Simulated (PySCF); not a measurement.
C₉H₉FN₂.
SMILES with atom numbers: `[N:1]#[C:2][C@@H:3]1[CH2:4][CH2:5][CH2:6][C@@H:7]2[C@@H:8]([C:9]#[N:10])[C@:11]12[F:12]`

Definitions: NICS(0) = −σiso at the ring centroid; NICS(1) = −σiso and NICS(1)zz = −σzz at ±1 Å along the ring normal z. Level: GIAO PBE0/pcSseg-1 (PySCF, non-relativistic, gas phase) on the GFN2-xTB geometry, one conformer.

Rings: 1. C3–C4–C5–C6–C7–C11; 2. C7–C8–C11.

```csv
set,NICS(0),"NICS(1), two faces","NICS(1)zz, two faces"
P,-5.8,-2.4 / -6.0,1.0 / 0.9
Q,-39.9,-6.5 / -10.6,-15.7 / -23.6
```

Q: Which set (ppm) belongs to which ring?

A: P = 1, Q = 2.
- 1 (6-membered carbocycle; formal bonds all single): mean NICS(1)zz 0.9 ppm, near zero. C3, C4, C5, C6, C7, C11 have four or more neighbours, and the NICS criterion for π rings isn't applied.
- 2 (3-membered carbocycle; formal bonds all single): mean NICS(1)zz -19.6 ppm, shielded. C7, C8, C11 have four or more neighbours, so the value isn't read as a sign of a π ring current.

Q: How do the rings differ in shape?

A: 
```json
{"ring": "1", "bond lengths (Å)": "1.539, 1.526, 1.528, 1.511, 1.492, 1.523", "rms pucker (Å)": "0.22", "HOMA": "–", "nearest outside atom to a NICS(1) probe (Å)": "hydrogen 1.35"}
{"ring": "2", "bond lengths (Å)": "1.521, 1.516, 1.492", "rms pucker (Å)": "0.00", "HOMA": "–", "nearest outside atom to a NICS(1) probe (Å)": "hydrogen 1.40"}
```

The run took 65 s on an Arm Neoverse V1 with one thread, no GPU (shared host). This is the whole shielding run at PBE0/pcSseg-1, SCF included.
